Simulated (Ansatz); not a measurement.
Input for Ansatz (a program for electronic structure): R-CCSD(T)/def2-TZVPP on ClH2NSn (SMILES [NH2][Sn][Cl]), a point of a torsion scan. Elements past Kr take the def2 small-core potentials; no spin–orbit coupling. The run froze 15 orbitals, filled d shells among them.

Ansatz 0.2 input:
```yaml
crystal:
  periodic: [false, false, false]
  atoms:
    - {symbol: N, position_ang: [-0.77965986, 0.02239752, 0.16058459]}
    - {symbol: Sn, position_ang: [0.88102296, -1.07236282, -0.48075260]}
    - {symbol: Cl, position_ang: [2.51385327, 0.31924349, 0.52720852]}
    - {symbol: H, position_ang: [-0.94053381, 0.99454106, -0.07123375]}
    - {symbol: H, position_ang: [-1.69440684, -0.41631185, 0.12752368]}
basis:
  gaussian:
    orbitals: def2-TZVPP
magnetization: {spin_polarized: false}
correlation: {method: ccsd_t, electrons: outside_noble_gas}
scf: {lower_state_search: off}
```

Task: Predict the final total energy.

Result: -729.1123 hartree (reference determinant -728.5703, T1 diagnostic 0.015).

Task: How many basis functions does it have, and what does it roughly cost on one machine?

Result: 151 functions; very roughly 17 core-seconds.
